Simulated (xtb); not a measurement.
Sn(Cl)(SH) (ClHSSn), SMILES [SH][Sn][Cl] (connectivity only; charge and spin as stated), neutral, multiplicity 1. All values are semi-empirical tight-binding results from xtb (GFN2-xTB unless named), good for trends rather than for accurate numbers. Geometry optimised at GFN2-xTB. One conformer was computed; it need not be the lowest.

For metal compounds this method's bond lengths and energies can be far off.

Estimate the properties. (Estimate from the structure and the level; the computed values follow.)


The point group as xtb finds it comes out as Cs and the orbital gap comes out as 3.29 eV. The zero-point energy comes out as 5.5 kcal/mol. The G − E(el) at 298.15 K (modified RRHO) is -13.8 kcal/mol.
